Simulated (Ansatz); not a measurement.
**Ligand exchange: GeH(NH2)3 + C3H9NSi → Ge(NH2)4 + C3H8Si**

Species: GeH(NH2)3, singlet; C3H9NSi `CC(C)[Si]N`, singlet; Ge(NH2)4, singlet; C3H8Si `CC(C)[SiH]`, singlet. The partners trade H for NH2: Ge–H and Si–NH2 bonds give way to Ge–NH2 and Si–H.

Shapes, held fixed at every level: PBE0-D4/def2-TZVP. Flexible molecules stand in one conformer, not always the lowest. Programs: Ansatz 0.2.0. The zero-point and thermal change to 298 K, harmonic and unscaled (PBE0-D4/def2-TZVP), is -4.4 kJ/mol.

```json
{"level": "HF/def2-SVP", "kind": "Hartree–Fock", "ΔH(298 K) (kJ/mol)": "+104.1", "less CCSD(T)/def2-TZVPP": "+14.4"}
{"level": "B3LYP-D4/def2-TZVPP", "kind": "global hybrid", "ΔH(298 K) (kJ/mol)": "+98.9", "less CCSD(T)/def2-TZVPP": "+9.2"}
{"level": "BHLYP-D4/def2-TZVPP", "kind": "global hybrid", "ΔH(298 K) (kJ/mol)": "+98.3", "less CCSD(T)/def2-TZVPP": "+8.6"}
{"level": "B2PLYP/def2-TZVPP", "kind": "double hybrid", "ΔH(298 K) (kJ/mol)": "+96.7", "less CCSD(T)/def2-TZVPP": "+7.0"}
{"level": "CCSD(T)/def2-SVP", "kind": "coupled cluster or CI", "ΔH(298 K) (kJ/mol)": "+99.8", "less CCSD(T)/def2-TZVPP": "+10.1"}
{"level": "CCSD/def2-SVP", "kind": "coupled cluster or CI", "ΔH(298 K) (kJ/mol)": "+99.9", "less CCSD(T)/def2-TZVPP": "+10.2"}
{"level": "CCSD(T)/def2-TZVPP", "kind": "coupled cluster or CI", "ΔH(298 K) (kJ/mol)": "+89.7", "less CCSD(T)/def2-TZVPP": "0.0"}
```

The highest level, CCSD(T)/def2-TZVPP, gives ΔH(298 K) = +89.7 kJ/mol; the levels span +89.7 to +104.1. The column of differences is taken from that level and isn't an error. No measured value is set beside it here. Relativity is left out for Ge. Outer-core shells of Ge are correlated, in sets that cover them unevenly. CCSD(T)/def2-TZVPP lies outside the range of all other levels here, so it shouldn't be taken on trust.
